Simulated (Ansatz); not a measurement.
P3Se7, relaxed as a doublet with UKS r2SCAN-D4/def2-SVP in Ansatz, starting from the GFN1-xTB geometry. Force threshold 0.03 eV/Å.

The structure comes from a short search, and lower isomers may exist.

Start:

```xyz
10

P     1.884   -1.073    1.567
P     0.256   -0.615   -1.530
P    -1.617    0.251   -0.749
Se    1.332    1.251   -0.913
Se   -3.473   -0.277   -1.477
Se   -0.973    2.325   -1.130
Se    0.260    0.245    2.437
Se   -1.752   -0.261    1.431
Se    3.151    0.352    0.497
Se    0.931   -2.198   -0.132
```

(1) Estimate the energy that the relaxation releases and the steps that it takes.

(2) Does the start keep its bonding and symmetry?

(3) Predict the relaxed structure.

Results:

(1) 36.9 kJ/mol, in 8 steps; 4.2 min on 6 threads of Intel Xeon on a shared host. No frequencies were taken in this run, so the end may be a saddle point.

(2) By distances, no bond broke or formed. The bond that changes most is Se4–Se6, from 2.55 to 2.91 Å (atoms count from 1).

(3) 
```xyz
10

P     1.845   -1.122    1.622
P     0.258   -0.603   -1.582
P    -1.625    0.309   -0.679
Se    1.544    1.269   -1.008
Se   -3.413   -0.368   -1.554
Se   -1.136    2.415   -1.038
Se    0.228    0.396    2.409
Se   -1.777   -0.346    1.513
Se    3.177    0.277    0.459
Se    0.899   -2.227   -0.141
```
Bond lengths: 8 × P–Se 2.10 to 2.35 Å; 2 × Se–Se 2.32 to 2.41 Å; 1 × P–P 2.28 Å.
